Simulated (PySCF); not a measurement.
CH5FOSi, SMILES C[Si@H](O)F. The structure is a stationary point at B3LYP-D3(BJ)/def2-SVP. The structure was generated by enumeration; whether it is a known compound was not checked. The values are those of a single conformer.

Give the equilibrium geometry at B3LYP-D3(BJ)/def2-SVP (PySCF confirms it by a frequency run) as Cartesian coordinates in Å. (The exact figures need the calculation; the answer reports its results.)

One answer among several that fit: 
```xyz
9

C     -1.3486    -0.5237     0.9160
Si    -0.1151     0.1047    -0.3316
O      1.0388    -1.0183    -0.7196
F      0.6026     1.4119     0.3306
H     -0.8532    -0.7991     1.8618
H     -1.8771    -1.4119     0.5340
H     -2.0992     0.2499     1.1458
H     -0.7218     0.5176    -1.6152
H      1.5208    -1.4401     0.0014
```
